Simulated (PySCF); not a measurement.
## Er(NO2)3 at several levels of theory

Computed with PySCF 2.14.0 (density fitting, no spin-orbit coupling) at the geometry relaxed with B3LYP:

```xyz
10
Er(NO2)3 (singlet in the valence; each metal's 4f electrons, 11 of them, lie in its core potential, out of spins and levels)
Er    0.0000    0.0000    0.0000
O     2.0760    0.1405    1.0394
O     2.0760   -0.1405   -1.0394
N     2.7817    0.0000    0.0000
O    -1.1597    1.7276    1.0394
O    -0.9163    1.8681   -1.0394
N    -1.3908    2.4090    0.0000
O    -0.9163   -1.8681    1.0394
O    -1.1597   -1.7276   -1.0394
N    -1.3908   -2.4090    0.0000
```

```tsv
level	basis	state	HOMO (eV)	gap (eV)	charge on Er1 (e)	population of f-type functions on Er1 (polarisation alone where 4f lies in the core)	dipole about the centre of mass (D)	largest force component (eV/Å)
B3LYP	Er lcecp-1-SVP with ECP57, O def2-SVP, N def2-SVP	singlet	-8.55	4.92	1.19	0.05	0.00	0.01
BP86	the same	singlet	-7.21	2.73	1.05	0.05	0.00	0.91
CAM-B3LYP	the same	singlet	-10.33	8.16	1.20	0.05	0.00	0.60
HF	the same	singlet	-13.37	14.27	1.78	0.05	0.00	2.84
r2SCAN	the same	singlet	-7.52	3.14	1.25	0.05	0.00	0.19
```

In the lcecp rows the 4f levels are missing from HOMO and gap, and the state counts the valence alone.

Charges are Mulliken's, which hang on the basis. The relaxation used the grid (50, 194), these runs (75, 302) or, all-electron (x2c bases, spin-free X2C Hamiltonian), (99, 590).

Q: What does B3LYP with Er lcecp-1-TZVP with ECP57, O def2-TZVP, N def2-TZVP give here?

A: state singlet, HOMO (eV) -8.59, gap (eV) 5.00, charge on Er1 (e) 1.57, population of f-type functions on Er1 (polarisation alone where 4f lies in the core) 0.07, dipole about the centre of mass (D) 0.00, largest force component (eV/Å) 0.18. Time: 37 s on 4 threads of Arm Neoverse V2 (shared host), from free ions and atoms.

In the first row's basis the gap widens with exact exchange: 2.7 to 3.1 eV for BP86, r2SCAN (none); 4.9 eV for B3LYP (a fixed share); 8.2 to 14.3 eV for CAM-B3LYP, Hartree–Fock (rising or full at long range).

An lcecp potential fixes the number of 4f electrons, so in runs with it no electron can move into or out of that shell.
